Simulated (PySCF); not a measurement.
Spinor energies of Cr⁺ (chromium, charge +1)

Start: [Ar] 3d5; 3d3/2 filled at m_j = -3/2, -1/2, +1/2, +3/2; 3d5/2 filled at m_j = +5/2. Calculated with PySCF 2.14 in x2c-TZVPall-2c (6s7p4d1f, 54 functions): generalised Hartree-Fock with the X2C-1e Hamiltonian and a Gaussian nucleus; one run each with spin-orbit coupling (SO) switched off, then screened by Boettger's factors.

```tsv
spinor shell	electrons	ε, spin-free (eV)	ε, screened SO (eV)	weight of nominal j (screened SO)	rms radius, screened SO (bohr)
1s1/2	2	-6049.1	-6049.1	1.000	0.0734
2s1/2	2	-729.85	-729.83	1.000	0.316
2p1/2	2	-611.17	-617.32	0.982	0.286
2p3/2	4	-611.17	-608.15	0.991	0.288
3s1/2	2	-98.201	-98.199	1.000	0.974
3p1/2	2	-63.542	-63.914	0.664	1.06
3p3/2	4	-63.542	-63.363	0.832	1.06
3d3/2	4	-17.532	-17.543	0.507	1.52
3d5/2	1	-17.532	-17.487	1.000	1.53
```

| quantity | spin-free | screened SO |
| --- | --- | --- |
| E (hartree) | -1049.41627 | -1049.42791 |
| M_J | 5/2 | 5/2 |
| ⟨J²⟩ | 8.750 | 8.750 |
| ⟨L²⟩ | 0.000 | 0.001 |
| ⟨S²⟩ | 8.750 | 8.750 |

Each row is a mean over spinors that exchange with the open shell spreads, by up to 11.983 eV (3p3/2).

Rows whose weight is well below 1 are mixtures of j = l ± 1/2: exchange outweighs spin-orbit coupling there, and the label is only the starting occupation.

Without spin-orbit coupling the j labels of p, d and f shells carry no meaning; the spin-free column gives the mean over the occupied spinors of each nl shell.
